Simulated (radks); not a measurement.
Q: Species: the cadmium ion Cd4+. Configuration: [Kr] 4d7 5d1 (not the ground configuration). All-electron calculation, Dirac Kohn-Sham, LDA (Slater exchange, Perdew-Zunger correlation), spin-unpolarised, spherical densities, finite nucleus; open shells are shared between the two j in proportion to 2j + 1; Fermi nuclear charge, rms radius 4.6087 fm. Program: a radial shooting solver on a logarithmic mesh with Libxc functionals. Some entries of the table are withheld. Estimate them.

orbital,occ.,eigenvalue (eV),<r> (bohr),<1/r> (bohr^-1)
1s1/2,2,-26542.01,0.03043,50.59
2s1/2,2,-3997.081,0.1314,11.68
2p1/2,2,(1),(2),11.67
2p3/2,4,(3),(4),10.93
3s1/2,2,-797.8697,0.3586,4.100
3p1/2,2,-689.8698,0.3497,4.010
3p3/2,4,-655.5142,0.3607,3.830
3d3/2,4,-463.6724,(5),3.672
3d5/2,6,-456.6780,(6),3.626
4s1/2,2,(7),0.8658,1.610
4p1/2,2,-133.4166,(8),1.499
4p3/2,4,-127.1988,(9),1.443
4d3/2,2.8,(10),1.115,1.188
4d5/2,4.2,(11),1.125,1.175
5d3/2,0.4,-25.7950,3.036,0.4299
5d5/2,0.6,-25.6576,3.053,0.4275

A: 
(1) 2p1/2 eigenvalue (eV): -3727.936
(2) 2p1/2 <r> (bohr): 0.1113
(3) 2p3/2 eigenvalue (eV): -3535.767
(4) 2p3/2 <r> (bohr): 0.1164
(5) 3d3/2 <r> (bohr): 0.3326
(6) 3d5/2 <r> (bohr): 0.3361
(7) 4s1/2 eigenvalue (eV): -168.7686
(8) 4p1/2 <r> (bohr): 0.9156
(9) 4p3/2 <r> (bohr): 0.9431
(10) 4d3/2 eigenvalue (eV): -71.4513
(11) 4d5/2 eigenvalue (eV): -70.5617
